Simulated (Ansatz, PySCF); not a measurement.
Caution: the highest occupied level lies above zero, so the state may not be bound. This singlet lies 0.75 eV below the relaxed triplet at the level B3LYP/aug-cc-pVTZ // PBE0-D3(BJ)/def2-TZVPD (Ansatz, an electronic-structure program).

```xyz
10

C     -2.2329     0.2208    -0.0341
C     -0.9699    -0.2199    -0.0412
Al     0.2939    -0.0739     1.5598
C      2.0327    -0.0362     0.4794
H     -2.8944     0.2077    -0.9056
H     -2.6749     0.6322     0.8761
H     -0.6285    -0.6197    -1.0084
H      2.0187     0.7970    -0.2409
H      2.9438     0.0535     1.0806
H      2.1114    -0.9615    -0.1147
```

Charge -1, multiplicity 1.

Task: Give the Mulliken and meta-Löwdin atomic charges from PBE0-D3(BJ)/def2-TZVPD in PySCF 2.14.0.

Result: 
```
atom  Mulliken (e)  meta-Löwdin (e)
----  ------------  ---------------
C1           -0.78            -0.29
C2           -0.09            -0.36
Al3          -0.56            -0.14
C4           -0.77            -0.67
H5            0.18             0.07
H6            0.17             0.09
H7            0.32             0.07
H8            0.15             0.08
H9            0.25             0.09
H10           0.14             0.08
```
